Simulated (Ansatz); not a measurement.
```yaml
crystal:
  periodic: [false, false, false]
  atoms:
    - {symbol: C, position_ang: [-0.521389, 1.486682, -0.483727]}
    - {symbol: Al, position_ang: [0.115758, -0.203764, 0.226796]}
    - {symbol: B, position_ang: [0.780119, -1.913190, 1.028048]}
    - {symbol: S, position_ang: [0.486338, -2.173727, -0.726276]}
    - {symbol: H, position_ang: [-1.499016, 1.352884, -0.954590]}
    - {symbol: H, position_ang: [-0.612016, 2.251086, 0.290043]}
    - {symbol: H, position_ang: [0.165435, 1.853177, -1.251660]}
    - {symbol: H, position_ang: [1.176870, -2.710249, 1.815665]}
basis:
  gaussian: {orbitals: "6-311G**", fitting: {mean_field: def2-universal-jkfit}}
total_charge: -1
magnetization: {spin_polarized: true, initial_magnetization: 1}
hamiltonian: {xc: {name: RPBE}, dispersion: d3bjatm}
accuracy: high
output: {forces: true}
```

```sh
$ ansatz run in.yaml --threads 2 --pin off --events-out ev --progress --plain --max-ram 4352MiB
```

Task: How does Ansatz answer? (An estimate is asked.)

Result: The calculation gave: The input was rejected before any iteration.
```
Error: <dir> can't be read: No such file or directory (os error 2)
```
